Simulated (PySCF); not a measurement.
SMILES [NH+](C)=C (charge +1) (CAM-B3LYP/def2-SVP optimised geometry):

```
9

C      0.281    -1.018     0.000
N     -0.351     0.086     0.000
C      0.236     1.428     0.000
H      1.377    -1.018     0.000
H     -0.273    -1.963     0.000
H     -1.377     0.050     0.000
H     -0.108     1.963     0.896
H      1.329     1.351     0.000
H     -0.108     1.963    -0.895
```

Calculation: CAM-B3LYP/def2-TZVP (PySCF 2.14.0).

Problem. What are the frontier orbital energies?

Solution. HOMO-2 -19.28 eV, HOMO-1 -18.67 eV, HOMO -17.39 eV, LUMO -6.55 eV, LUMO+1 -3.58 eV.

On the same geometry PBE/def2-TZVP in PySCF gives HOMO-2 -16.21 eV, HOMO-1 -15.66 eV, HOMO -14.68 eV, LUMO -8.94 eV, LUMO+1 -5.31 eV.

Meta-Löwdin charges at CAM-B3LYP/def2-TZVP: C1 0.06, N2 -0.01, C3 -0.23, H4 0.19, H5 0.19, H6 0.30, H7 0.17, H8 0.16, H9 0.17.
